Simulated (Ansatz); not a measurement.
Frontier orbitals of `FB1COB1F`.

Total charge 0; spin multiplicity 1. The structure was optimised at the PBE0-D4/def2-TZVP level. Basis def2-TZVPP, the Gaussian-basis code of Ansatz.

Orbital energies of one run (eV). Highest occupied ones, from the top: -6.76, -7.92, -7.97, -10.23, -10.88, -11.35, -11.41, -12.09, -12.11, -12.98, -13.41, -14.23, -17.26, -26.31. Empty: -3.09, 0.17, 0.54, 0.88, 0.94, 1.85.

(1) Which functional gave them?
A. ωB97M-V
B. CAM-B3LYP
C. r2SCANh
D. PBE

Results:

(1) D. HOMO energies: PBE -6.76, ωB97M-V -10.48, r2SCANh -7.60, CAM-B3LYP -9.71 eV.
